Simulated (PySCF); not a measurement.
Compound: C₇H₄FNO.
Bonds: O1–C2 (double), C2–N3 (double), N3–C4, C4–C5 (aromatic), C5–C6 (aromatic), C6–C7 (aromatic), C7–C8 (aromatic), C8–C9 (aromatic), C9–F10, C4–C9 (aromatic). Hydrogens: H11 on C5; H12 on C6; H13 on C7; H14 on C8.

The same species was optimised twice, with GFN2-xTB and with PBE0-D3(BJ)/def2-SVP (PySCF), and the same property calculations (PySCF, gas phase) were run on both structures.

```tsv
coordinate	GFN2-xTB	PBE0-D3(BJ)/def2-SVP	change
C9–F10 (Å)	1.351	1.332	-0.019
C2=N3 (Å)	1.195	1.207	+0.012
O1=C2 (Å)	1.155	1.165	+0.010
C6–C7 (Å)	1.385	1.394	+0.009
C5–C6 (Å)	1.383	1.392	+0.009
C7–C8 (Å)	1.385	1.394	+0.009
N3–C4 (Å)	1.370	1.379	+0.009
C4–C5 (Å)	1.391	1.398	+0.007
C4–C9 (Å)	1.397	1.403	+0.006
C8–C9 (Å)	1.379	1.385	+0.006
O1–C2–N3 (°)	168.6	173.2	+4.6
C2–N3–C4 (°)	143.6	140.8	-2.8
N3–C4–C5 (°)	119.6	120.8	+1.2
N3–C4–C9 (°)	121.9	120.8	-1.1
C4–C9–F10 (°)	118.7	118.1	-0.6
C8–C9–F10 (°)	119.7	120.2	+0.5
C5–C6–C7 (°)	120.5	120.3	-0.2
C4–C5–C6 (°)	120.2	120.4	+0.2
C2–N3–C4–C5 (°)	180	-179	+1
```

Rotational constants: A = 3137, B = 944.7, C = 726.1 MHz (GFN2-xTB) against A = 3198, B = 946.7, C = 730.5 MHz (PBE0-D3(BJ)/def2-SVP). Point groups within 0.08 Å: Cs and Cs.

On the GFN2-xTB structure: HOMO (eV) -7.12 [PBE0/pcSseg-1]; LUMO (eV) -0.97 [PBE0/pcSseg-1]; dipole (D) 3.30 [PBE0/pcSseg-1]; GIAO shielding of O1 (ppm) 165.9 [PBE0/pcSseg-1]; GIAO shielding of C2 (ppm) 56.4 [PBE0/pcSseg-1]; GIAO shielding of N3 (ppm) 211.1 [PBE0/pcSseg-1]; GIAO shielding of C4 (ppm) 59.2 [PBE0/pcSseg-1]; GIAO shielding of C5 (ppm) 54.8 [PBE0/pcSseg-1]; GIAO shielding of C6 (ppm) 56.6 [PBE0/pcSseg-1]; GIAO shielding of C7 (ppm) 55.8 [PBE0/pcSseg-1]; GIAO shielding of C8 (ppm) 65.1 [PBE0/pcSseg-1].

What do these properties become on the PBE0-D3(BJ)/def2-SVP structure?

```json
{"property": "HOMO (eV)", "level": "PBE0/pcSseg-1", "on GFN2-xTB": "-7.12", "on PBE0-D3(BJ)/def2-SVP": "-7.10", "change": "+0.02"}
{"property": "LUMO (eV)", "level": "PBE0/pcSseg-1", "on GFN2-xTB": "-0.97", "on PBE0-D3(BJ)/def2-SVP": "-1.01", "change": "-0.04"}
{"property": "dipole (D)", "level": "PBE0/pcSseg-1", "on GFN2-xTB": "3.30", "on PBE0-D3(BJ)/def2-SVP": "3.22", "change": "-0.08"}
{"property": "energy, GFN2-xTB geometry as zero (kcal/mol)", "level": "PBE0/pcSseg-1", "on GFN2-xTB": "0.0", "on PBE0-D3(BJ)/def2-SVP": "-0.8", "change": "-0.8"}
{"property": "GIAO shielding of O1 (ppm)", "level": "PBE0/pcSseg-1", "on GFN2-xTB": "165.9", "on PBE0-D3(BJ)/def2-SVP": "157.3", "change": "-8.6"}
{"property": "GIAO shielding of C2 (ppm)", "level": "PBE0/pcSseg-1", "on GFN2-xTB": "56.4", "on PBE0-D3(BJ)/def2-SVP": "51.9", "change": "-4.5"}
{"property": "GIAO shielding of N3 (ppm)", "level": "PBE0/pcSseg-1", "on GFN2-xTB": "211.1", "on PBE0-D3(BJ)/def2-SVP": "206.2", "change": "-4.9"}
{"property": "GIAO shielding of C4 (ppm)", "level": "PBE0/pcSseg-1", "on GFN2-xTB": "59.2", "on PBE0-D3(BJ)/def2-SVP": "56.8", "change": "-2.4"}
{"property": "GIAO shielding of C5 (ppm)", "level": "PBE0/pcSseg-1", "on GFN2-xTB": "54.8", "on PBE0-D3(BJ)/def2-SVP": "53.5", "change": "-1.3"}
{"property": "GIAO shielding of C6 (ppm)", "level": "PBE0/pcSseg-1", "on GFN2-xTB": "56.6", "on PBE0-D3(BJ)/def2-SVP": "54.8", "change": "-1.8"}
{"property": "GIAO shielding of C7 (ppm)", "level": "PBE0/pcSseg-1", "on GFN2-xTB": "55.8", "on PBE0-D3(BJ)/def2-SVP": "53.3", "change": "-2.5"}
{"property": "GIAO shielding of C8 (ppm)", "level": "PBE0/pcSseg-1", "on GFN2-xTB": "65.1", "on PBE0-D3(BJ)/def2-SVP": "63.9", "change": "-1.2"}
```

The heavy atoms differ by 0.064 Å rms after alignment. Among bonds between heavy atoms C9–F10 changes most (-0.019 Å). Changes are differences of the printed values. Neither structure is proved a minimum here.

Conformer computed: `[O:1]=[C:2]=[N:3][c:4]1[cH:5][cH:6][cH:7][cH:8][c:9]1[F:10]`: C2–N3–C4–C5 -179°.
